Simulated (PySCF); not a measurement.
Compound: C6H11Si (doublet state).
Cartesian coordinates in Å at the GFN2-xTB level; atoms count from 1:
```
atom  x, y, z in Å
C1     3.2306    0.3440   -0.8302
C2     2.7912    0.7349    0.3238
C3     1.6288    0.6450    1.1731
Si4    0.2195   -0.4301    0.4176
C5    -1.0069    0.3645   -0.7685
C6    -1.5795    0.1114    0.6410
C7    -2.7025   -0.8886    0.7494
H8     2.6475   -0.2771   -1.5174
H9     4.2106    0.6130   -1.1942
H10    1.9142    0.2225    2.1392
H11    1.2349    1.6463    1.3621
H12    0.5303   -1.8435    0.2577
H13   -0.9105    1.4007   -1.0640
H14   -1.4561   -0.2256   -1.5552
H15   -1.7894    1.0166    1.2024
H16   -3.6283   -0.4693    0.3532
H17   -2.4682   -1.7884    0.1857
H18   -2.8751   -1.1699    1.7867
```

The hyperfine couplings belong to this conformer and change with its torsions.

Identity: `C=[C]C[Si@@H]1C[C@H]1C` [radical].

Computed, not measured: PySCF, UKS B3LYP, pcH-1 on C H Si, non-relativistic, mean-field spin-orbit, GIAO. The structure is a single GFN2-xTB conformer in the gas phase; no vibrational or solvent corrections. A GFN2-xTB geometry isn't a minimum of the functional, and hyperfine couplings can be far from their values at a DFT geometry. Stability of the SCF solution: not tested.

Q: Break the g tensor into its mass correction, gauge correction and orbital-Zeeman/spin–orbit terms.

A: 
```tsv
Δg (ppm)	1	2	3
relativistic mass correction	-156	-156	-156
gauge correction	33	11	-43
orbital Zeeman/spin–orbit	-719	0	1344
total	-843	-145	1145
```

So g = 2.00148, 2.00217, 2.00346 and g_iso = 2.00237; the tensor is rhombic: the two nearest values differ by 35 % of g3 − g1. Axes: g1 points within 3° of the C2–C3 bond and g2 points within 9° of the C1–H8 bond.

Q: What effective moment and Curie constant follow for a powder?

A: With the mean of g² = 4.0095 and S(S+1) = 0.75: μ_eff = √(⟨g²⟩S(S+1)) = 1.734 μB and χT = 0.12505·⟨g²⟩·S(S+1) = 0.376 cm³ K/mol (cgs; spin-Hamiltonian part alone).

Q: What are the electron Larmor frequencies g μB B/h along the three axes at 330 mT?

A: 9.2443, 9.2476, 9.2535 GHz for g1, g2 and g3, a range of 9.2 MHz.

Q: At 9.535 GHz, how far is the centre of the isotropic spectrum from where a free electron (g = 2.002319) resonates?

A: B = hν/(g μB) with μB/h = 13.99624 MHz/mT gives 340.23 mT for the free electron and 340.22 mT at g_iso, the same within 0.01 mT.

Q: In a frozen sample, at which fields do the three g values resonate at 9.5, 34, 94 and 263 GHz (hyperfine left aside), and which band first spreads them over more than twice a line width of 1.0 mT?

A: 
```tsv
band	GHz	B(g3) mT	B(g2) mT	B(g1) mT	spread mT
X	9.5	338.79	339.01	339.13	0.34
Q	34.0	1212.51	1213.29	1213.72	1.20
W	94.0	3352.24	3354.40	3355.57	3.33
J	263.0	9379.13	9385.17	9388.45	9.32
```

The spread grows in proportion to the frequency. W band is the first where it exceeds 2.0 mT.

The largest Mulliken spin populations are on C2 (+0.94), C1 (-0.15), H8 (+0.09) and Si4 (+0.08). C2 is the only atom above +0.15. The positive populations add up to 1.20 and the negative ones to -0.20, together 2S = 1.

The HOMO–LUMO gaps are 5.85 eV among the α and 4.59 eV among the β orbitals.

The run took 3.5 min of wall time (grids of density and orbitals included) on Intel Xeon at 2.50 GHz, one thread (shared host), and the process peaked at 0.97 GiB of memory.
